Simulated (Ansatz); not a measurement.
```xyz
5

Cl    0.1773    1.0785   -1.8776
Ti    0.0291   -0.0064   -0.0141
Cl    0.1891   -2.1276   -0.3969
Cl    1.6202    0.6117    1.3117
Br   -2.0157    0.4438    0.9769
```

The species carries charge 0 and has multiplicity 1.

Question: List the CAM-B3LYP/def2-TZVPP orbital energies in eV (Ansatz 0.2.0). (Estimate.)

Answer: Computed: Occupied: -13141.55, -4873.04, -2765.08, -2765.08, -2765.08, -1703.04, -1534.77, -1534.75, -1534.75, -547.25, -457.81, -457.81, -457.80, -259.87, -259.87, -259.87, -239.13, -198.86, -198.86, -198.86, -198.81, -198.81, -198.81, -198.81, -198.81, -198.81, -179.96, -179.89, -179.89, -74.31, -74.29, -74.29, -74.23, -74.23, -70.16, -45.85, -45.85, -45.81, -25.06, -24.77, -24.77, -23.60, -12.96, -12.74, -12.74, -12.29, -12.29, -12.12, -11.84, -11.71, -11.71, -10.93, -10.44, -10.44. Lowest empty: -2.70, -2.70, -2.15, -2.04, -2.04, 0.76, 2.90, 3.05.
